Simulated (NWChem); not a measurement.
# C3H7O2, doublet; SMILES C(O)C(C)[O]

```xyz
12

C      1.3843    -0.7539     0.1199
C     -0.0763    -0.5336    -0.2658
O     -0.8688    -1.6055    -0.0270
C     -0.6726     0.7607     0.2901
O      0.0817     1.8390    -0.1908
H      1.4622    -0.9121     1.2069
H      1.7852    -1.6414    -0.3887
H      1.9820     0.1279    -0.1475
H     -0.1142    -0.4339    -1.3823
H     -0.6616     0.7009     1.3977
H     -1.7320     0.8032    -0.0281
H     -0.2371     2.6479     0.2191
```
Atoms are numbered in this order, from 1.

The geometry was optimised at PBE0/def2-SVP, spin-unrestricted. Not confirmed as a minimum by frequencies. No stability test was run on the SCF state.

List the 6 lowest vertical excitations from B3LYP/6-31G* (spherical d), spin-unrestricted, TDA (NWChem).


```tsv
state	energy (eV)	oscillator strength	<S²>
state 1	0.45	0.000	0.76
state 2	3.04	0.001	0.77
state 3	4.25	0.001	0.76
state 4	4.61	0.005	0.77
state 5	5.44	0.025	0.77
state 6	5.74	0.000	0.77
```
